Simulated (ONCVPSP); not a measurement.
**scandium (Sc), ONCV: configuration errors across variants**

* Element: scandium (Sc)
* Generator: ONCVPSP 4.0.1
* Type: optimised norm-conserving Vanderbilt (ONCV)
* Functional: PBE
* Relativity: scalar-relativistic
* Frozen core: [Ar]
* Valence charge: 3
* Reference configuration: 3d1 4s1 (charge +1)
* Partial waves: 4s: rc 3.15 bohr, ncon 3, nbas 8, qcut 2.5 1/bohr, 2 projectors, debl 2.7 Ha; p scattering state at 0.08 Ha: rc 3.40 bohr, ncon 4, nbas 9, qcut 2.7 1/bohr, 1 projector; 3d: rc 1.80 bohr, ncon 3, nbas 8, qcut 8.2 1/bohr, local; f scattering state at 0.16 Ha: rc 2.90 bohr, ncon 4, nbas 8, qcut 4.2 1/bohr, 2 projectors, debl 2.2 Ha
* Local potential: the d channel
* Core correction: Teter function, fcfact 2, rcfact 1.55

In the p channel the program set the typed energies aside and used 0.050 Ha.

All-electron excitation energies from the reference (eV): (1) 3d1 4s0 12.768; (2) 3d1 4s1.5 -4.143; (3) 3d1 4s0 4p1 3.430.

2 further variants failed, have other tests or too few solved ones, and are left out.

A true bound ghost makes a file unfit for plane-wave use even where its test errors are small: the radial tests pick states by their node count and pass the ghost by.

Errors AE − PS in meV (a dash: test not solved or not reliable):

| change | (1) | (2) | (3) | bound ghosts | GHOST(+) flags above zero |
| --- | --- | --- | --- | --- | --- |
| base | +60 | -5.3 | +23 | s, p, f | none |
| all radii but the core radius scaled by about 0.79 (s 2.50, p 2.70, d 1.42, f 2.30 bohr) | +67 | -4.2 | +33 | s, p | s, f |
| all radii but the core radius scaled by about 0.85 (s 2.68, p 2.90, d 1.54, f 2.46 bohr) | +67 | -4.4 | +30 | s, p | s, f |
| all radii but the core radius scaled by about 1.06 (s 3.32, p 3.60, d 1.90, f 3.06 bohr) | – | – | – | p, f, s | s |
| all radii but the core radius scaled by about 1.11 (s 3.50, p 3.78, d 2.00, f 3.22 bohr) | +51 | -4.1 | +18 | p, f, s | s |
| all radii but the core radius scaled by about 1.19 (s 3.74, p 4.02, d 2.14, f 3.44 bohr) | +40 | -2.4 | +13 | p, f | s |

Task: Give the same row for: all radii but the core radius scaled by about 0.92 (s 2.92, p 3.14, d 1.66, f 2.68 bohr).

Result: +65, -4.7, +27; bound ghosts: s, p; GHOST(+) flags above zero: s, f.
